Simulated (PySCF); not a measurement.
Ti(Cl)(OH)(Me)2 (C2H7ClOTi), SMILES [OH][Ti]([CH3])([CH3])[Cl], multiplicity 1. Geometry: PBE-D3(BJ)/def2-SVP. The multiplicity is an assumed one; other spin states were not compared. The values are those of a single conformer.

Task: Give the equilibrium geometry at PBE-D3(BJ)/def2-SVP (PySCF confirms it by a frequency run) as a Z-matrix, and its point group. (An estimate is asked for; the answer gives what the named calculation found.)

Result: This is not unique; one that fits is point group Cs.
```
Ti
O 1 1.7684
H 2 0.9721 1 141.67
C 1 2.0626 2 107.52 3 123.58
H 4 1.1105 1 110.85 2 -62.82
H 4 1.1111 5 109.21 1 -120.23
H 4 1.1114 5 109.43 6 -120.22
C 1 2.0626 2 107.52 3 -123.58
H 8 1.1105 1 110.85 2 62.82
H 8 1.1111 9 109.21 1 120.23
H 8 1.1114 9 109.43 10 120.22
Cl 1 2.2118 2 116.50 3 0.00
```
Charge 0, spin multiplicity 1.
